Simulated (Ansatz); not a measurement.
Total energies of CH$_{6}$NSn, SMILES `[CH3][SnH][NH2]` radical.

Z-matrix (Å, degrees):
```
C
Sn 1 2.161
H 1 1.090 2 110.1
H 1 1.091 2 107.9 3 119.7
H 1 1.090 2 110.2 3 -120.6
N 2 2.043 1 103.7 3 -171.7
H 2 1.736 1 110.1 3 -62.4
H 6 1.012 2 115.2 1 -63.7
H 6 1.012 2 115.1 1 169.8
```

Charge 0, multiplicity 2. Correlated methods include outer-core shells of Sn, which these sets cover unevenly. Sn takes the def2 core potential. The geometry is a stationary point of PBE0-D4/def2-TZVP. It is one conformer, not always the lowest. Basis def2-TZVPP, Ansatz.

RPA on PBE orbitals: Hartree–Fock energy of these orbitals -309.13050 Eh, correlation -1.12939 Eh (frozen core).

```
functional                   kind  energy without D4 (Eh)  D4 term (kJ/mol)
   r2SCANh  meta-GGA hybrid, 10 %              -310.78852              -3.7
   r2SCAN0  meta-GGA hybrid, 25 %              -310.76466              -4.1
```

Question: Give the same for LDA (SPW92), PBE, revPBE, BLYP, r2SCAN, B97M-V, PBE0, B3LYP, HSE06 (plane-wave form), BHLYP, CAM-B3LYP, LC-ωPBE, ωB97X-V, ωB97M-V, B2PLYP, PBE-QIDH. (An estimate is asked.)

Answer: Computed: 
```csv
functional,kind,energy without D4 (Eh),D4 term (kJ/mol)
LDA (SPW92),LDA,-309.58203,–
PBE,GGA,-310.64875,-14.8
revPBE,GGA,-310.79955,-42.8
BLYP,GGA,-310.68212,-32.4
r2SCAN,meta-GGA,-310.80511,-3.5
B97M-V,meta-GGA with VV10,-310.77147,–
PBE0,"global hybrid, 25 % exact exchange",-310.66878,-12.5
B3LYP,"global hybrid, 20 %",-310.86210,-24.1
HSE06 (plane-wave form),screened hybrid,-310.66150,-11.7
BHLYP,"global hybrid, 50 %",-310.64649,-19.6
CAM-B3LYP,range-separated hybrid,-310.71291,-12.8
LC-ωPBE,long-range corrected hybrid,-310.75754,–
ωB97X-V,range-separated hybrid GGA with VV10,-310.72802,–
ωB97M-V,range-separated hybrid meta-GGA with VV10,-310.67456,–
B2PLYP,double hybrid,-310.48439,–
PBE-QIDH,double hybrid,-310.45819,–
```

B3LYP takes the VWN-RPA correlation (the form of Gaussian; ORCA's B3LYP/G). HSE06 is the plane-wave form, built on full-range PBE exchange. The double hybrids freeze the cores in their second-order part.

LC-ωPBE has ω = 0.4 bohr⁻¹.
